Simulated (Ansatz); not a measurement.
Stepwise reaction of `N[SiH](N)N[SiH3]` with hydrogen chloride, as a gas-phase model of exchange steps in deposition or etching. ΔE in kJ/mol.

Computed with Ansatz on PBE0-D4/def2-TZVP structures; ΔE is electronic, products minus reactants. CBS: MP2 limit from def2 TZ/QZ plus the TZ coupled-cluster correction, frozen cores. This one scheme is used for every species. Functionals use def2-TZVPP. B3LYP here is the variant with VWN-RPA as its local correlation; programs differ in this. Each species was taken in one conformer, which may not be the lowest.

```tsv
step	reaction	PBE-D4	B3LYP-D4	ωB97M-V	CCSD(T)/CBS
2	`N[SiH](Cl)N[SiH3]` + HCl → `[SiH3]N[SiH](Cl)Cl` + NH₃	-36.4	-32.0	-32.4	-32.5
```

Q: Give the row of step 1, `N[SiH](N)N[SiH3]` + HCl → `N[SiH](Cl)N[SiH3]` + NH₃. (Best estimate.)

A: Computed: 
| step | reaction | PBE-D4 | B3LYP-D4 | ωB97M-V | CCSD(T)/CBS |
| --- | --- | --- | --- | --- | --- |
| 1 | `N[SiH](N)N[SiH3]` + HCl → `N[SiH](Cl)N[SiH3]` + NH₃ | -51.5 | -48.2 | -48.6 | -48.9 |

Q: By hand: ΔE of the 2 steps together at CCSD(T)/CBS.

A: (-48.9) + (-32.5) = -81.4 kJ/mol, or -40.7 kJ/mol a step.

In ΔE each step is higher than the one before. All are downhill at CCSD(T)/CBS. PBE-D4 differs from CCSD(T)/CBS by -3.9 to -2.6 kJ/mol a step. Isolated molecules leave out the surface, adducts and barriers. Largest T1 diagnostic: 0.010.
